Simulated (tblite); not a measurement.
CHF$_{3}$O$_{3}$S, triplet, at the geometry of the source list (a higher spin typed on purpose: for a closed-shell molecule this is an excited state); GFN1-xTB (tblite 0.6.0).

Input for tblite:
```
$ tblite run mol.xyz --method gfn1 --charge 0 --spin 2 --efield 0,0,0.1 --json tblite.json --no-restart

# file mol.xyz
9

O      1.28650000    -0.33030000    -0.98130000
S      0.68400000     0.44560000     0.25820000
O      1.16040000    -0.15310000     1.45510000
O      0.77870000     1.83740000     0.04040000
C     -1.09730000    -0.06040000     0.03250000
F     -1.85290000     0.41370000     1.00630000
F     -1.55100000     0.37380000    -1.12970000
F     -1.14950000    -1.38820000     0.04620000
H      1.74110000    -1.13850000    -0.72760000
```

Q: Predict the main parts of the log of this tblite run.

A: 
```
xTB calculator
 | screened Coulomb repulsion
 | Coulomb electrostatics
 |  * isotropic Klopman-Ohno-Mataga-Nishimoto electrostatics
 |  * onsite third-order electrostatics
 | DFT-D3(BJ) dispersion correction
 | Interactions (1)
 | [1] electric field

halogen bonding energy    0.0000000000000E+00 Eh
repulsion energy          1.2837357264842E-01 Eh
dispersion energy        -3.1767601209552E-03 Eh
interaction energy        0.0000000000000E+00 Eh
number of electrons       5.0000000000000E+01 e
integral cutoff           1.9731147476801E+01 bohr

------------------------------------------------------------
  cycle        total energy    energy error   density error
------------------------------------------------------------
      1     -34.09231930967  -3.4217516E+01   5.3183641E-01
      2     -34.45048310883  -3.5816380E-01   4.5346882E-01
      3     -34.79654482823  -3.4606172E-01   2.8096065E-01
      4     -35.45226573482  -6.5572091E-01   8.4525808E-02
      5     -35.49271247468  -4.0446740E-02   2.6813772E-02
      6     -35.49105740764   1.6550670E-03   1.4652953E-02
      7     -35.49307301152  -2.0156039E-03   4.9573920E-03
      8     -35.49318603946  -1.1302794E-04   2.0336950E-03
      9     -35.49319635551  -1.0316053E-05   8.9244701E-04
     10     -35.49319791305  -1.5575409E-06   5.7278315E-04
     11     -35.49319860655  -6.9350077E-07   2.0481310E-04
     12     -35.49319869682  -9.0269914E-08   4.8393884E-05
     13     -35.49319870255  -5.7255392E-09   2.7428065E-05
     14     -35.49319870400  -1.4497488E-09   1.3866327E-06
------------------------------------------------------------

electronic energy        -3.5618395516525E+01 Eh
total energy             -3.5493198703998E+01 Eh

Post processing:
 | Mayer-Wiberg bond orders

[Info] JSON dump of results written to 'tblite.json'
```
